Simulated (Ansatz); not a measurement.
Reaction (silylene loss): `N[SiH2]O[SiH2][SiH3]` → `N[SiH2]O[SiH3]` + `[SiH2]`

Computed with Ansatz on PBE0-D4/def2-TZVP structures; ΔE is electronic, products minus reactants. CCSD(T)/CBS is the MP2 limit (def2-TZVPP, def2-QZVPP) plus CCSD(T) − MP2 in def2-TZVPP, frozen cores. This one scheme is used for every species. Functionals use def2-TZVPP. One conformer a species, not always the lowest.

| species | PBE0-D4 energy (Eh) |
| --- | --- |
| `N[SiH2]O[SiH2][SiH3]` | -1003.55864 |
| `N[SiH2]O[SiH3]` | -712.97340 |
| `[SiH2]` | -290.48713 |

(1) Work out ΔE.

Largest T1 diagnostic among the species: 0.014.

Answers

(1) ΔE = (-712.97340) + (-290.48713) − (-1003.55864) = 0.09811 Eh = +61.6 kcal/mol. CCSD(T)/CBS gives +56.0 kcal/mol.

From PBE to PBE0 (25 % exact exchange), in def2-TZVPP and without D4, ΔE moves by +1.2 kcal/mol. The D4 term adds +4.7 kcal/mol with B3LYP and +2.6 kcal/mol with PBE0; it sums over pairs of atoms, weighted by their polarisabilities, and B3LYP, whose exchange is more repulsive, gets the larger term.

B3LYP here is the variant with VWN-RPA as its local correlation; programs differ in this.
